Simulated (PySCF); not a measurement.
## TDDFT excited states: C2F6O3S

Species: CF3SO3CF3, C2F6O3S.
Bonds: O1–S2 (double), S2–O3 (double), S2–O4, O4–C5, C5–F6, C5–F7, C5–F8, S2–C9, C9–F10, C9–F11, C9–F12.

Computed, not measured: TDDFT CAM-B3LYP/def2-SVPD, vertical, gas phase, core orbitals frozen in the response in PySCF 2.14.0, density-fitted response routines. The structure is a single PBE0-D3(BJ)/def2-SVP conformer in the gas phase; no vibrational or solvent corrections. Torsions of this conformer, `[O:1]=[S:2](=[O:3])([O:4][C:5]([F:6])([F:7])[F:8])[C:9]([F:10])([F:11])[F:12]`: O1–S2–O4–C5 -143°, S2–O4–C5–F6 -58°, O1–S2–C9–F10 -50°.

**Question.** List the vertical singlet excitations with oscillator strengths and describe the spectrum.

**Answer.** 

| state | E (eV) | λ (nm) | f | \|μ\| (D) | main configurations (H = HOMO, L = LUMO) |
| --- | --- | --- | --- | --- | --- |
| S1 | 8.25 | 150.3 | 0.0043 | 0.37 | H→L (47%), H-1→L (31%) |
| S2 | 8.46 | 146.6 | 0.015 | 0.69 | H-1→L (43%), H→L (24%), H→L+1 (12%) |
| S3 | 8.69 | 142.7 | 0.0031 | 0.30 | H-2→L (26%), H-1→L+1 (19%), H→L+1 (18%) |
| S4 | 9.08 | 136.6 | 0.065 | 1.38 | H→L+1 (33%), H-2→L+1 (20%) |
| S5 | 9.09 | 136.5 | 0.010 | 0.54 | H-2→L (49%), H-1→L+1 (10%) |
| S6 | 9.15 | 135.5 | 0.036 | 1.01 | H-2→L+1 (46%), H-1→L+1 (17%) |
| S7 | 9.39 | 132.0 | 0.021 | 0.76 | H-3→L (62%), H-4→L (12%) |
| S8 | 9.52 | 130.3 | 0.010 | 0.54 | H→L+2 (16%), H→L+5 (14%), H-1→L+5 (13%) |
| S9 | 9.81 | 126.4 | 0.038 | 1.00 | H-4→L (31%), H-3→L+1 (25%) |
| S10 | 9.97 | 124.4 | 0.103 | 1.65 | H→L+2 (11%), H→L+3 (10%), H-3→L+1 (10%) |

Triplets, Tamm–Dancoff:

| state | E (eV) | λ (nm) | main configurations (H = HOMO, L = LUMO) |
| --- | --- | --- | --- |
| T1 | 7.64 | 162.2 | H→L (71%), H→L+1 (8%) |
| T2 | 7.85 | 157.9 | H-1→L (48%), H-1→L+1 (12%), H→L (11%) |
| T3 | 7.95 | 155.9 | H→L+1 (33%), H→L+2 (20%), H-1→L+1 (12%) |
| T4 | 8.08 | 153.4 | H-1→L+1 (30%), H-1→L (25%), H-1→L+2 (10%) |

The lowest singlet lies at 8.25 eV (150 nm, vacuum ultraviolet) and is very weak; its leading configuration is HOMO→LUMO (47%). The most intense listed level is S10 at 9.97 eV (124 nm, f = 0.103), 1.72 eV above S1. It is the last of those listed, so stronger ones may follow. S4/S5 lie within about 0.01 eV of each other. Löwdin shares by element: HOMO oxygen 68%, sulfur 10% (atoms not listed hold the other 23%); LUMO oxygen 46%, sulfur 28% (atoms not listed hold the other 26%). The listed states span 1.72 eV, and the widest gap between neighbours is 0.39 eV (S3 to S4). Weighted by f, the mean energy of these states is 9.47 eV. Of the 10 states listed, 8 reach f = 0.01 and none stays under 0.0005. Singlets were solved by full linear response, triplets in the Tamm–Dancoff approximation.

On an Intel Xeon Platinum 8488C with 2 threads, shared host, this took 78 s wall, 2.8 min CPU (grids of density and orbitals included) and 1.7 GiB of memory at its peak.
